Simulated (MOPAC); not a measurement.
Job for MOPAC: AM1 on C2H10OSi (a complex), monomers drawn apart or pushed together.

```
AM1 1SCF PRECISE CHARGE=0 THREADS=1
C2H10OSi

Si    -0.05350744 1    -0.06743010 1    -0.08312070 1
H     -1.23488905 1     0.19413194 1     0.76714472 1
H     -0.39871861 1     0.31536175 1    -1.47674465 1
H      0.30812747 1    -1.49903288 1    -0.06645538 1
H      1.08787252 1     0.76881701 1     0.34872434 1
C      0.13381090 1     1.31959671 1     4.34724205 1
C     -0.23820088 1    -0.14663696 1     4.21801337 1
O      0.57141291 1    -0.84058791 1     3.26934531 1
H     -0.52931497 1     1.82325625 1     5.05426885 1
H      0.05927515 1     1.82283173 1     3.38263134 1
H      1.15763281 1     1.43317344 1     4.71469027 1
H     -0.18709140 1    -0.64360164 1     5.19417041 1
H     -1.25944144 1    -0.25089050 1     3.85016775 1
H      1.49663317 1    -0.73418319 1     3.51656235 1
```

Output:

```
*******************************************************************************
 **                                                                           **
 **                              MOPAC v23.2.5                                **
 **                                                                           **
 *******************************************************************************
 ** MOPAC's Digital Object Identifier: https://doi.org/10.5281/zenodo.6511958 **
 **                                                                           **
 ** Please cite the open-source release paper for use of this MOPAC version:  **
 ** J. E. Moussa and J. J. P. Stewart (2026)                                  **
 ** MOPAC: An open-source semiempirical molecular orbital program             **
 ** J. Open Source Softw., 11(119), 8025, https://doi.org/10.21105/joss.08025 **
 *******************************************************************************

                              AM1 CALCULATION RESULTS

 *******************************************************************************
 *  AM1        - The AM1 Hamiltonian to be used
 *
 *
 *
 *                 CHARGE ON SYSTEM = 0
 *
 *
 *
 *  PRECISE    - TIGHTER CRITERIA TO BE USED
 *  1SCF       - DO 1 SCF AND THEN STOP
 *  THREADS=1  - MULTI-THREADING NOT USED
 *  T=         - A TIME OF 172800.0 SECONDS REQUESTED
 *  DUMP=N     - RESTART FILE WRITTEN EVERY 7200.0 SECONDS REQUESTED
 *******************************************************************************
AM1 1SCF PRECISE CHARGE=0 THREADS=1
 C2H10OSi

   ATOM   CHEMICAL          X               Y               Z
  NUMBER   SYMBOL      (ANGSTROMS)     (ANGSTROMS)     (ANGSTROMS)

     1      Si         -0.05350744  *  -0.06743010  *  -0.08312070  *
     2       H         -1.23488905  *   0.19413194  *   0.76714472  *
     3       H         -0.39871861  *   0.31536175  *  -1.47674465  *
     4       H          0.30812747  *  -1.49903288  *  -0.06645538  *
     5       H          1.08787252  *   0.76881701  *   0.34872434  *
     6       C          0.13381090  *   1.31959671  *   4.34724205  *
     7       C         -0.23820088  *  -0.14663696  *   4.21801337  *
     8       O          0.57141291  *  -0.84058791  *   3.26934531  *
     9       H         -0.52931497  *   1.82325625  *   5.05426885  *
    10       H          0.05927515  *   1.82283173  *   3.38263134  *
    11       H          1.15763281  *   1.43317344  *   4.71469027  *
    12       H         -0.18709140  *  -0.64360164  *   5.19417041  *
    13       H         -1.25944144  *  -0.25089050  *   3.85016775  *
    14       H          1.49663317  *  -0.73418319  *   3.51656235  *



          CARTESIAN COORDINATES

    NO.       ATOM           X           Y           Z

     1        Si         -0.0535     -0.0674     -0.0831
     2         H         -1.2349      0.1941      0.7671
     3         H         -0.3987      0.3154     -1.4767
     4         H          0.3081     -1.4990     -0.0665
     5         H          1.0879      0.7688      0.3487
     6         C          0.1338      1.3196      4.3472
     7         C         -0.2382     -0.1466      4.2180
     8         O          0.5714     -0.8406      3.2693
     9         H         -0.5293      1.8233      5.0543
    10         H          0.0593      1.8228      3.3826
    11         H          1.1576      1.4332      4.7147
    12         H         -0.1871     -0.6436      5.1942
    13         H         -1.2594     -0.2509      3.8502
    14         H          1.4966     -0.7342      3.5166

  H: (AM1): M.J.S. DEWAR ET AL, J. AM. CHEM. SOC. 107 3902-3909 (1985)
  C: (AM1): M.J.S. DEWAR ET AL, J. AM. CHEM. SOC. 107 3902-3909 (1985)
  O: (AM1): M.J.S. DEWAR ET AL, J. AM. CHEM. SOC. 107 3902-3909 (1985)
 Si: (AM1): M.J.S.DEWAR, C. JIE, ORGANOMETALLICS, 6, 1486-1490 (1987).

           Empirical Formula: C2 H10 O Si  =    14 atoms



      MOLECULAR POINT GROUP   :   C1


      RHF CALCULATION, NO. OF DOUBLY OCCUPIED LEVELS = 14


 -------------------------------------------------------------------------------
 AM1 1SCF PRECISE CHARGE=0 THREADS=1
 C2H10OSi



     1SCF WAS SPECIFIED, SO BFGS WAS NOT USED
     SCF FIELD WAS ACHIEVED


                              AM1 CALCULATION
                                                       MOPAC v23.2.5 Linux




          FINAL HEAT OF FORMATION =        -57.22508 KCAL/MOL =    -239.42975 KJ/MOL


          COSMO AREA              =        149.59 SQUARE ANGSTROMS
          COSMO VOLUME            =        139.49 CUBIC ANGSTROMS

          IONIZATION POTENTIAL    =         11.126100 EV
          HOMO LUMO ENERGIES (EV) =        -11.126  1.817
          NO. OF FILLED LEVELS    =         14
          MOLECULAR WEIGHT        =         78.1859         POINT GROUP:  C1

          MOLECULAR DIMENSIONS (Angstroms)

            Atom       Atom       Distance
            H    12    H     3     6.74281
            H     9    H     4     4.13523
            H    11    H    13     2.75284


          SCF CALCULATIONS        =          1





   ATOM   CHEMICAL          X               Y               Z
  NUMBER   SYMBOL      (ANGSTROMS)     (ANGSTROMS)     (ANGSTROMS)

     1      Si         -0.05350744  *  -0.06743010  *  -0.08312070  *
     2       H         -1.23488905  *   0.19413194  *   0.76714472  *
     3       H         -0.39871861  *   0.31536175  *  -1.47674465  *
     4       H          0.30812747  *  -1.49903288  *  -0.06645538  *
     5       H          1.08787252  *   0.76881701  *   0.34872434  *
     6       C          0.13381090  *   1.31959671  *   4.34724205  *
     7       C         -0.23820088  *  -0.14663696  *   4.21801337  *
     8       O          0.57141291  *  -0.84058791  *   3.26934531  *
     9       H         -0.52931497  *   1.82325625  *   5.05426885  *
    10       H          0.05927515  *   1.82283173  *   3.38263134  *
    11       H          1.15763281  *   1.43317344  *   4.71469027  *
    12       H         -0.18709140  *  -0.64360164  *   5.19417041  *
    13       H         -1.25944144  *  -0.25089050  *   3.85016775  *
    14       H          1.49663317  *  -0.73418319  *   3.51656235  *

                             CARTESIAN COORDINATES

   1   Si       -0.053507440    -0.067430100    -0.083120700
   2    H       -1.234889050     0.194131940     0.767144720
   3    H       -0.398718610     0.315361750    -1.476744650
   4    H        0.308127470    -1.499032880    -0.066455380
   5    H        1.087872520     0.768817010     0.348724340
   6    C        0.133810900     1.319596710     4.347242050
   7    C       -0.238200880    -0.146636960     4.218013370
   8    O        0.571412910    -0.840587910     3.269345310
   9    H       -0.529314970     1.823256250     5.054268850
  10    H        0.059275150     1.822831730     3.382631340
  11    H        1.157632810     1.433173440     4.714690270
  12    H       -0.187091400    -0.643601640     5.194170410
  13    H       -1.259441440    -0.250890500     3.850167750
  14    H        1.496633170    -0.734183190     3.516562350


           Empirical Formula: C2 H10 O Si  =    14 atoms



      MOLECULAR POINT GROUP   :   C1


                  EIGENVALUES
 -38.14649 -31.63931 -24.02291 -18.01494 -16.07974 -15.78305 -15.49269 -13.72597
 -13.06352 -12.12960 -12.07767 -12.04952 -11.92469 -11.12610   1.81719   1.87644
   1.91924   2.36732   3.57088   3.83091   4.09912   4.26604   4.67562   4.83283
   5.05173   6.28891


              NET ATOMIC CHARGES AND DIPOLE CONTRIBUTIONS

  ATOM NO.   TYPE          CHARGE      No. of ELECS.   s-Pop       p-Pop
    1         Si           0.625361        3.3746     0.86890     2.50574
    2          H          -0.153336        1.1533     1.15334
    3          H          -0.166163        1.1662     1.16616
    4          H          -0.148416        1.1484     1.14842
    5          H          -0.158427        1.1584     1.15843
    6          C          -0.249449        4.2494     1.22217     3.02728
    7          C          -0.018580        4.0186     1.21967     2.79891
    8          O          -0.334097        6.3341     1.87201     4.46209
    9          H           0.082988        0.9170     0.91701
   10          H           0.086850        0.9131     0.91315
   11          H           0.071763        0.9282     0.92824
   12          H           0.061449        0.9386     0.93855
   13          H           0.102295        0.8977     0.89771
   14          H           0.197761        0.8022     0.80224
 DIPOLE           X         Y         Z       TOTAL
 POINT-CHG.    -0.076     0.638     1.130     1.300
 HYBRID         0.474     0.278     0.380     0.668
 SUM            0.398     0.916     1.511     1.811


          ATOMIC ORBITAL ELECTRON POPULATIONS

     Atom    s        px        py        pz
    1 Si   0.86890   0.83830   0.84203   0.82542
    2  H   1.15334
    3  H   1.16616
    4  H   1.14842
    5  H   1.15843
    6  C   1.22217   1.02148   0.97349   1.03231
    7  C   1.21967   0.96141   0.90858   0.92892
    8  O   1.87201   1.19975   1.74827   1.51407
    9  H   0.91701
   10  H   0.91315
   11  H   0.92824
   12  H   0.93855
   13  H   0.89771
   14  H   0.80224

 **********************
 *                    *
 * JOB ENDED NORMALLY *
 *                    *
 **********************




 == MOPAC DONE ==
```

The run finished.

Cost: roughly 0.05 core-seconds.
